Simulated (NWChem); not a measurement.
System: iodine monochloride (ICl); SMILES ClI

Output (shortened):

```
             Northwest Computational Chemistry Package (NWChem) 7.3.0
             --------------------------------------------------------

 ORDER OF PRIMARY AXIS IS BEING SET TO 4
 C4V symmetry detected

                             Geometry "geometry" -> ""
                             -------------------------

 Output coordinates in angstroms (scale by  1.889725989 to convert to a.u.)

  No.       Tag          Charge          X              Y              Z
 ---- ---------------- ---------- -------------- -------------- --------------
    1 Cl                  17.0000     0.00000000     0.00000000     1.80506264
    2 I                   53.0000     0.00000000     0.00000000    -0.57898236

 Effective nuclear repulsion energy (a.u.)     199.9914856258

      Symmetry information
      --------------------

 Group name             C4v
 Group number             18
 Group order               8
 No. of unique centers     2

                                Z-matrix (autoz)
                                --------

 Units are Angstrom for bonds and degrees for angles

      Type          Name      I     J     K     L     M      Value
      ----------- --------  ----- ----- ----- ----- ----- ----------
    1 Stretch                  1     2                       2.38405

                           NWChem Geometry Optimization
                           ----------------------------

 maximum gradient threshold         (gmax) =   0.000450
 rms gradient threshold             (grms) =   0.000300
 maximum cartesian step threshold   (xmax) =   0.001800
 rms cartesian step threshold       (xrms) =   0.001200
 fixed trust radius                (trust) =   0.300000
 source of zmatrix                         =   autoz

          -------------------
          Energy Minimization
          -------------------

 Using diagonal initial Hessian
 Scaling for Hessian diagonals: bonds = 1.00  angles = 0.25  torsions = 0.10

          --------
          Step   0

                                 NWChem DFT Module
                                 -----------------

[...]

      ----------------------
      Optimization converged
      ----------------------

  Step       Energy      Delta E   Gmax     Grms     Xrms     Xmax
  ---- ---------------- -------- -------- -------- -------- --------
@    2    -755.84624941 -7.5D-07  0.00004  0.00004  0.00098  0.00170
                                     ok       ok       ok       ok

                                Z-matrix (autoz)
                                --------

 Units are Angstrom for bonds and degrees for angles

      Type          Name      I     J     K     L     M      Value     Gradient
      ----------- --------  ----- ----- ----- ----- ----- ---------- ----------
    1 Stretch                  1     2                       2.35242    0.00004

                         Geometry "geometry" -> "geometry"
                         ---------------------------------

 Output coordinates in angstroms (scale by  1.889725989 to convert to a.u.)

  No.       Tag          Charge          X              Y              Z
 ---- ---------------- ---------- -------------- -------------- --------------
    1 Cl                  17.0000     0.00000000     0.00000000     1.78925157
    2 I                   53.0000     0.00000000     0.00000000    -0.56317128

 Effective nuclear repulsion energy (a.u.)     202.6798457632

      Symmetry information
      --------------------

 Group name             C4v
 Group number             18
 Group order               8
 No. of unique centers     2

                Final and change from initial internal coordinates
                --------------------------------------------------

                                Z-matrix (autoz)
                                --------

 Units are Angstrom for bonds and degrees for angles

[...]

 Rotational Constants
 --------------------
 A=   0.000000 cm-1  (  0.000000 K)
 B=   0.111119 cm-1  (  0.159872 K)
 C=   0.111119 cm-1  (  0.159872 K)

 Temperature                      =   298.15K
 frequency scaling parameter      =   1.0000

 Linear Molecule

 Zero-Point correction to Energy  =    0.547 kcal/mol  (  0.000872 au)
 Thermal correction to Energy     =    2.232 kcal/mol  (  0.003557 au)
 Thermal correction to Enthalpy   =    2.824 kcal/mol  (  0.004501 au)

 Total Entropy                    =   59.108 cal/mol-K
   - Translational                =   41.135 cal/mol-K (mol. weight = 161.8693)
   - Rotational                   =   16.945 cal/mol-K (symmetry #  =        1)
   - Vibrational                  =    1.028 cal/mol-K

 Cv (constant volume heat capacity) =    6.472 cal/mol-K
   - Translational                  =    2.979 cal/mol-K
   - Rotational                     =    1.986 cal/mol-K
   - Vibrational                    =    1.506 cal/mol-K

[normal modes left out]

 ----------------------------------------------------------------------------
 Normal Eigenvalue ||           Projected Infra Red Intensities
  Mode   [cm**-1]  || [atomic units] [(debye/angs)**2] [(KM/mol)] [arbitrary]
 ------ ---------- || -------------- ----------------- ---------- -----------
    1       -0.000 ||    0.000000           0.000         0.000       0.000
    2        0.000 ||    0.000318           0.007         0.310       4.617
    3        0.000 ||    0.000318           0.007         0.310       4.617
    4        0.000 ||    0.000088           0.002         0.086       1.272
    5        0.000 ||    0.000088           0.002         0.086       1.272
    6      382.789 ||    0.003325           0.077         3.242      48.222
 ----------------------------------------------------------------------------
```

Level: LDA (Slater exchange, VWN5)/def2-SVP with def2 effective core potentials on I. def2 effective core potentials on I; no spin-orbit coupling.

**Question.** Reconstruct the input file.

**Answer.** Several could match; the one computed here: the input that was run:
```
start job
memory heap 200 mb stack 900 mb global 1100 mb
geometry units angstroms
  Cl     0.000000     0.000000     1.785090
  I      0.000000     0.000000    -0.598955
end
basis spherical
  * library def2-svp
end
ecp
  I library def2-ecp
end
dft
  xc slater vwn_5
  iterations 150
end
driver
  maxiter 120
end
task dft optimize
dft
  grid fine
  convergence energy 1d-8 density 1d-7
end
task dft freq numerical
```
